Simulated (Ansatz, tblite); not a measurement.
Cost and result up the ladder for the cluster Ge3O2 (the lowest singlet isomer of a short search) (5 atoms). The state is a singlet with charge 0. Geometry: B3LYP-D4/def2-SVP.

Cartesian coordinates in Å:
```
Ge 0.4275 -0.9957 -1.1451
Ge 0.9026 1.2600 -0.0878
Ge -1.0029 0.1925 1.2010
O -0.9490 0.2823 -0.7215
O 0.6218 -0.7392 0.7534
```

Ansatz on 4 threads of Arm Neoverse V2 on a shared host; xTB runs through tblite on one thread. Times are rough, summed over both states, and most runs start from the orbitals of an earlier one. ωB97X-V/def2-TZVP serves as the yardstick here, not as an exact answer. Differences are given only for rows in sets of like size (and for xTB, whose basis is part of the method), since another set adds its own error. The other state is a triplet at its own geometry, which has other bonds, so the gap mixes isomer and spin.

The xTB rows come from tblite. LC-ωPBE has ω = 0.4 bohr⁻¹. Correlated methods freeze 29 core orbitals; core or outer-core shells of Ge are correlated, in sets that lack core-valence functions. The rows differ in basis, and correlated rows in double-zeta sets carry the largest basis error. The structure comes from a short search, and lower isomers may exist.

Run but left out: HF/STO-3G (singlet: restricted singlet, unstable in another Hartree–Fock run and untested here); HF/def2-TZVP (singlet: restricted singlet, unstable towards broken spin symmetry).

Correlated methods converge slowly with the basis, most of all in double-zeta sets (MP2 moves by 0.08 eV from def2-SVP to def2-TZVP here).

xTB has no spin-polarisation term.

```tsv
level	functions	wall time	triplet − singlet (eV)	difference from ωB97X-V/def2-TZVP (eV)	remarks
GFN2-xTB	35	0.007 s	1.52	0.61	–
GFN1-xTB	35	0.008 s	1.75	0.84	–
PBE-D4/def2-TZVP	206	6.9 s	0.94	0.03	–
LC-ωPBE/def2-TZVP	206	10 s	0.73	-0.18	–
PBE0-D4/def2-TZVP	206	13 s	0.84	-0.07	–
MP2/def2-TZVP	206	14 s	1.09	0.18	restricted SCF unstable (singlet)
r2SCAN-D4/def2-TZVP (with forces)	206	17 s	0.84	-0.07	–
ωB97X-V/def2-TZVP	206	31 s	0.91	0.00	–
CCSD(T)/def2-SVP	124	71 s	0.92	–	–
```
